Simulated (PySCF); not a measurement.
Diatomic cations of Ge with group 15

r²SCAN with triple-zeta basis sets in PySCF, for the lowest determinant that a PBE0 search found; no spin–orbit coupling. De refers to high-spin ground-configuration atoms (the charge goes to the atom of lower measured ionisation energy or higher electron affinity, which is not always the lowest computed limit). A positive dipole points towards Ge; it is taken about the centre of mass and depends on that origin.

```tsv
M	basis	charged atom	state (unpaired electrons)	Re (Å)	ωe (cm⁻¹)	De (eV)	μ (D)
N	def2-TZVPPD	Ge+	triplet (π ↑↑)	1.909	637	2.25	1.30
As	def2-TZVPPD	Ge+	triplet (π ↑↑)	2.407	285	2.89	1.29
```

Question: The row for M = P is missing. Estimate Re, ωe and De as the mean of the rows for N and As, and compare with the calculation.

Answer: The means are 2.158 Å, 461 cm⁻¹ and 2.57 eV. r²SCAN in def2-TZVPPD gives GeP⁺ as a triplet (π ↑↑) with Re = 2.306 Å, ωe = 392 cm⁻¹, De = 2.88 eV, so the estimate is off by -14.8 pm, +18 % and -0.31 eV.

Spin–orbit coupling is left out. For an ion De counts to the pair picked by the measured ionisation energies or electron affinities, which need not be the lowest pair at this level. States were picked by a PBE0 search and need not be the measured ground states.
